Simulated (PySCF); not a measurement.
# ZnH: from constants to spectrum

UHF-CCSD(T) constants of ZnH, ²Σ⁺ (doublet), unpaired electrons σ ↑ (basis Zn def2-SVPD, H def2-SVPD; no relativity; PySCF 2.14; masses 63.9291 and 1.0078 u):

* ωe: 1622.7 cm⁻¹
* ωexe: 43.9 cm⁻¹
* Be: 6.6351 cm⁻¹
* αe: 0.240 cm⁻¹
* D (centrifugal): 0.000444 cm⁻¹
* De to Zn + H: 1.20 eV

(1) Give the vibrational terms G(v) and spacings up to v = 4.

(2) How well does the Morse estimate ωe²/(4ωexe) reproduce De, and what is D0?

Correlated steps freeze 5 core orbitals. Correlated levels converge slowly with the basis: in double zeta they bind strong bonds too weakly, by up to about 1 eV, and carry superposition errors of some tenths. The state was picked by a PBE0 search and need not be the measured ground state.

Answers

(1) G(v) = ωe(v+½) − ωexe(v+½)².

```tsv
v	G(v) (cm⁻¹)	G(v) − G(v−1)	Bv (cm⁻¹)
0	800		6.515
1	2335	1535	6.275
2	3782	1447	6.035
3	5142	1359	5.795
4	6413	1272	5.555
```

(2) It gives 1.86 eV, 155 % of the computed De. D0 = De − G(0) = 1.20 − 0.10 = 1.10 eV.
